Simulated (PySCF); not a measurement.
## Radial density of Rb⁺ (rubidium, charge +1)

UHF, [Kr], closed-shell 1S. Calculation: PySCF 2.14, in jorge-DZP-DKH; scalar relativity by spin-free X2C-1e.

```json
{"r (bohr)": "0.0358", "4πr²ρ (e/bohr)": "44.29"}
{"r (bohr)": "0.0602", "4πr²ρ (e/bohr)": "38.13"}
{"r (bohr)": "0.101", "4πr²ρ (e/bohr)": "51.85"}
{"r (bohr)": "0.170", "4πr²ρ (e/bohr)": "47.06"}
{"r (bohr)": "0.286", "4πr²ρ (e/bohr)": "31.99"}
{"r (bohr)": "0.482", "4πr²ρ (e/bohr)": "37.19"}
{"r (bohr)": "0.811", "4πr²ρ (e/bohr)": "11.38"}
{"r (bohr)": "1.36", "4πr²ρ (e/bohr)": "6.431"}
{"r (bohr)": "2.29", "4πr²ρ (e/bohr)": "2.242"}
{"r (bohr)": "3.86", "4πr²ρ (e/bohr)": "0.1088"}
{"r (bohr)": "6.49", "4πr²ρ (e/bohr)": "0.0001396"}
{"r (bohr)": "10.9", "4πr²ρ (e/bohr)": "1.105e-05"}
```

Densities and radii are taken from the X2C orbitals without a picture-change correction, which distorts them close to the nucleus.
